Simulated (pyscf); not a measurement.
H₃Si–Cl + S=Sn: [singlet] -> H₃Si–S–Sn:–Cl [singlet], an addition across a multiple bond or ene-type step (singlet surface; Cl–Si broken, Cl–Sn, S–Si formed). Single points on ωB97X-D3(BJ)/def2-SVP structures (PySCF, gas phase). MP2 and CC: frozen core, UHF for open shells. ΔMP2 is the change of the MP2 total energy from the triple- to the quadruple-zeta basis. Energies in kcal/mol from the separated reactants.

AM1 to PM7: differences of heats of formation from MOPAC, which are fitted to 298 K values and so differ in kind from electronic energies by zero-point and thermal terms. 

In single points AM1 puts the saddle at -18.9 kcal/mol and the reaction energy at -26.3 kcal/mol. Should these be trusted to within a few kcal/mol? Compare with CCSD(T)/def2-TZVPP + ΔMP2(QZVPP).

CCSD(T)/def2-TZVPP + ΔMP2(QZVPP) gives ΔE‡ = 7.8 kcal/mol and ΔE = -23.6 kcal/mol. AM1 lies 26.7 kcal/mol under it in the barrier and 2.7 kcal/mol under it in the reaction energy, so on this step it does not hold to within 3.0 kcal/mol. At AM1 this geometry lies under one side, so its ΔE‡ may be no barrier of that level. CCSD(T)/def2-TZVPP + ΔMP2(QZVPP) has limits of its own. On the reactant side the descent ends in a complex, 7.8 kcal/mol under the separated species and 6.2 kcal/mol under the saddle at ωB97X-D3(BJ)/def2-TZVP. At ωB97X-D3(BJ)/def2-TZVP the barrier from the zero used here is -1.6 kcal/mol. This is the saddle that the search found; another between the same sides may lie lower. The CCSD(T) − MP2 part came from Ansatz, without density fitting, on the same reference. The frozen core leaves the outer d or s,p core shells of the metals and heavy elements correlated in the MP2 and CC values, and def2-TZVPP describes them poorly, which can shift differences by a few kcal/mol. In the def2 sets elements past Kr carry core potentials, without spin-orbit coupling.
